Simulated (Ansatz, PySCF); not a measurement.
Ga(Cl)2(SiH3) (Cl2GaH3Si), SMILES [SiH3][Ga]([Cl])[Cl]. Atoms are numbered in the order given.

```xyz
7

Ga    -0.0222     0.0071    -0.0045
Cl    -1.8141    -1.1816    -0.2549
Cl    -0.1163     1.9180    -1.0185
Si     1.9012    -0.7233     1.2396
H      2.4960     0.4405     1.9535
H      2.8909    -1.2759     0.2708
H      1.5003    -1.7791     2.2096
```

The structure is a stationary point at B3LYP-D3(BJ)/def2-SVP. The structure was generated by enumeration; whether it is a known compound was not checked.

Vertical ionisation energy (IE) and electron affinity (EA) in eV. Rows of orbital energies are one-electron estimates. Where ΔSCF, EOM or ADC give a negative EA the extra electron is unbound and the value depends on the basis.

```
level                                                                   IE    EA
-------------------------------------------------------------------  -----  ----
−ε(HOMO), −ε(LUMO), M06-2X/def2-TZVP (PySCF)                          9.48  1.48
−ε(HOMO), −ε(LUMO), PBE/def2-TZVP (PySCF)                                ?     ?
ΔSCF, PBE0/def2-SVPD (Ansatz), final states of multiplicity 2 and 2  10.43  0.56
ΔSCF, PBE/def2-SVPD (Ansatz), final states of multiplicity 2 and 2   10.05  0.53
```

### Question
Complete the blanks. (Estimate from the structure and the level; the computed values follow.)

### Answer

- −ε(HOMO), −ε(LUMO), PBE/def2-TZVP (PySCF), IE: 7.27
- −ε(HOMO), −ε(LUMO), PBE/def2-TZVP (PySCF), EA: 2.82

### Question
What vertical singlet–triplet gap does ΔSCF give with PBE0/def2-SVPD (Ansatz, a quantum-chemistry and plane-wave program) and with PBE/def2-SVPD (Ansatz)? (Estimate from the structure and the level; the computed values follow.)

### Answer
4.54 and 4.30 eV (triplet above singlet where positive).
